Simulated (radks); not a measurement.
Values are calculated unless marked as measured or tabulated.
Valence configurations of Ce II (all share [Xe]). Code: a radial shooting solver on a logarithmic mesh with Libxc functionals. Model: scalar-relativistic Kohn-Sham, PBE, spin-polarised, spherical densities, finite nucleus; open shells are filled with parallel spins first (spin-orbit coupling, left out, can overturn this in heavy ions); Fermi nuclear charge, rms radius 4.8771 fm. Energies are relative to 4f1 5d2; eigenvalues in eV for spin up.

| valence | E (eV) | moment (Bohr magnetons) | e(4f) | e(5d) | e(6p) | e(6s) |
|---|---|---|---|---|---|---|
| 4f2 5d1 | -0.113 | 3 | -5.035 | -6.516 | - | - |
| 4f1 5d1 6s1 | -0.075 | 3 | -11.630 | -9.026 | - | -8.934 |
| 4f1 5d2 | 0.000 | 3 | -9.541 | -7.699 | - | - |
| 4f0.5 5d2 6s0.5 | 1.564 | 3 | -13.340 | -9.025 | - | -8.703 |
| 4f2 6p1 | 1.999 | 3 | -7.763 | - | -6.013 | - |
| 4f3 | 2.358 | 3 | -2.757 | - | - | - |
| 4f1 5d1 6p1 | 3.084 | 3 | -12.686 | -9.794 | -6.320 | - |
| 5d2 6s1 | 4.747 | 3 | - | -10.435 | - | -9.462 |
| 4f1 6p2 | 6.920 | 3 | -15.884 | - | -7.530 | - |
| 4f0.5 5d1 6p1.5 | 7.209 | 3 | -17.191 | -11.562 | -7.087 | - |

NIST lists [Xe] 4f1 5d2 as the ground configuration; this level of theory puts 4f2 5d1 lower, by 0.113 eV. The energies are those of spherical high-spin densities, not of single terms.
